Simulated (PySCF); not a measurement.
## Two-component Hartree-Fock for V¹¹⁺ (vanadium, charge +11)

Start: [Ne] 3s2. Calculated with PySCF 2.14 in an uncontracted even-tempered set (19 s from 0.76 bohr⁻², ratio 2.4; 13 p from 0.98 bohr⁻², ratio 2.4; 5 d from 3.8 bohr⁻², ratio 2.6; 4 f from 5.8 bohr⁻², ratio 2.6): generalised Hartree-Fock with the X2C-1e Hamiltonian and a Gaussian nucleus; one run each with spin-orbit coupling (SO) switched off, then screened by Boettger's factors.

```tsv
spinor shell	electrons	ε, spin-free (eV)	ε, screened SO (eV)	weight of nominal j (screened SO)	rms radius, screened SO (bohr)
1s1/2	2	-5813.8	-5813.8	1.000	0.0767
2s1/2	2	-934.92	-934.91	1.000	0.328
2p1/2	2	-824.18	-829.21	1.000	0.297
2p3/2	4	-824.18	-821.72	1.000	0.300
3s1/2	2	-305.74	-305.74	1.000	0.869
```

| quantity | spin-free | screened SO |
| --- | --- | --- |
| E (hartree) | -900.67346 | -900.68180 |
| M_J | 0 | 0 |
| ⟨J²⟩ | 0.000 | 0.000 |
| ⟨L²⟩ | 0.000 | 0.000 |
| ⟨S²⟩ | 0.000 | 0.000 |

Without spin-orbit coupling the j labels of p, d and f shells carry no meaning; the spin-free column gives the mean over the occupied spinors of each nl shell.
